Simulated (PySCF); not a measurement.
Spinor energies of Zn⁺ (zinc, charge +1)

Start: [Ar] 3d10 4p1; 4p3/2 filled at m_j = +3/2. Calculated with PySCF 2.14 in x2c-SVPall-2c with one added diffuse shell each of s, d type (6s5p4d1f, 48 functions): generalised Hartree-Fock with the X2C-1e Hamiltonian and a Gaussian nucleus; one run each with spin-orbit coupling (SO) switched off, then screened by Boettger's factors. This is a chosen level, not necessarily the ground level.

```tsv
spinor shell	electrons	ε, spin-free (eV)	ε, screened SO (eV)	weight of nominal j (screened SO)	rms radius, screened SO (bohr)
1s1/2	2	-9737.1	-9737.0	1.000	0.0581
2s1/2	2	-1243.0	-1243.0	1.000	0.245
2p1/2	2	-1075.0	-1091.4	1.000	0.217
2p3/2	4	-1075.0	-1067.0	1.000	0.220
3s1/2	2	-167.90	-167.90	1.000	0.733
3p1/2	2	-115.88	-118.08	0.999	0.773
3d3/2	4	-31.073	-31.321	0.984	0.991
3d5/2	6	-31.073	-30.908	0.989	1.00
4p3/2	1	-10.526	-10.481	1.000	2.83
```

(1) Where does 3p3/2 lie, and what is the 3p spin-orbit splitting (screened SO)?

```tsv
quantity	spin-free	screened SO
E (hartree)	-1793.42874	-1793.46676
M_J	3/2	3/2
⟨J²⟩	3.756	3.756
⟨L²⟩	2.004	2.005
⟨S²⟩	0.752	0.754
```

Without spin-orbit coupling the j labels of p, d and f shells carry no meaning; the spin-free column gives the mean over the occupied spinors of each nl shell.

Answers

(1) At -114.81 eV, 3.268 eV above 3p1/2.
